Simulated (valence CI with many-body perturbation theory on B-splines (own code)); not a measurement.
Values are calculated unless marked as measured or tabulated.
**From CI to CI+MBPT in Tl LXVI**

Level of theory: valence CI with perturbative core correlation (CI+MBPT): six valence electrons over a frozen Dirac-Fock core [Ne], a basis of 9 s, 9 p, 8 d, 6 f, 3 g, 1 h functions for each j, with the one-electron correlation potential Σ1, the two-electron term Σ2, the three-electron term Σ3, Breit, model QED; selected CI, second order for the rest, scaled by the run's own slope (own B-spline code, finite nucleus).

No measured spectrum was set against this ion. As an estimate, large intervals hold to a few tenths of a per cent, small ones and those within an open d or f shell to about a per cent. Among the levels kept, up to 1100 cm⁻¹ of a level comes from second order outside the variational space, and about a tenth of that is noise between levels of different J, which matters for small intervals.

Each rung adds one term. CI alone is the Dirac-Coulomb CI over the frozen core; QED comes last and gives the full result, which names the levels. Energies are above (3s^2 3p1/2^2 3p3/2^2) J=2 on the same rung, in eV.

Levels are named by their leading jj configuration (3d3/2^4 stands for four electrons in 3d with j = 3/2), which in mixed levels can hold well under half, so a name can repeat and another be missing.

```
                         Level  CI alone
    (3s^2 3p1/2^2 3p3/2^2) J=0     21.68
(3s^2 3p1/2^2 3p3/2 3d3/2) J=2    267.03
(3s^2 3p1/2^2 3p3/2 3d3/2) J=1    276.84
(3s^2 3p1/2^2 3p3/2 3d3/2) J=0    276.16
(3s^2 3p1/2^2 3p3/2 3d3/2) J=3    277.95
(3s^2 3p1/2^2 3p3/2 3d5/2) J=4    396.84
(3s^2 3p1/2^2 3p3/2 3d5/2) J=2    405.08
(3s^2 3p1/2^2 3p3/2 3d5/2) J=3    426.17
(3s^2 3p1/2^2 3p3/2 3d5/2) J=1    438.17
    (3s^2 3p1/2^2 3d3/2^2) J=2    545.41
      (3s^2 3p1/2 3p3/2^3) J=1    544.75
      (3s^2 3p1/2 3p3/2^3) J=2    556.00
    (3s^2 3p1/2^2 3d3/2^2) J=0    572.19
(3s^2 3p1/2^2 3d3/2 3d5/2) J=3    680.65
(3s^2 3p1/2^2 3d3/2 3d5/2) J=2    692.86
(3s^2 3p1/2^2 3d3/2 3d5/2) J=4    699.57
```

Q: What do these energies become with core correlation, Breit and QED?

A: (3s^2 3p1/2^2 3p3/2^2) J=0 22.29 (+0.611); (3s^2 3p1/2^2 3p3/2 3d3/2) J=2 264.02 (-3.007); (3s^2 3p1/2^2 3p3/2 3d3/2) J=1 273.93 (-2.905); (3s^2 3p1/2^2 3p3/2 3d3/2) J=0 274.12 (-2.040); (3s^2 3p1/2^2 3p3/2 3d3/2) J=3 274.24 (-3.713); (3s^2 3p1/2^2 3p3/2 3d5/2) J=4 390.68 (-6.153); (3s^2 3p1/2^2 3p3/2 3d5/2) J=2 399.28 (-5.798); (3s^2 3p1/2^2 3p3/2 3d5/2) J=3 419.70 (-6.471); (3s^2 3p1/2^2 3p3/2 3d5/2) J=1 432.75 (-5.419); (3s^2 3p1/2^2 3d3/2^2) J=2 539.40 (-6.004); (3s^2 3p1/2 3p3/2^3) J=1 539.87 (-4.882); (3s^2 3p1/2 3p3/2^3) J=2 550.39 (-5.608); (3s^2 3p1/2^2 3d3/2^2) J=0 567.43 (-4.761); (3s^2 3p1/2^2 3d3/2 3d5/2) J=3 671.59 (-9.057); (3s^2 3p1/2^2 3d3/2 3d5/2) J=2 683.98 (-8.882); (3s^2 3p1/2^2 3d3/2 3d5/2) J=4 689.26 (-10.314).

Q: How does the ionisation energy move along the ladder, and which term matters most?

A: CI alone 7438.6, + Σ1 7439.6, + Σ2 7439.9, + Σ3 7439.0, + Breit 7432.0, + QED 7431.1 eV. The largest step is Breit, -7.0 eV. NIST lists 7430 ± 30 eV (theoretical).
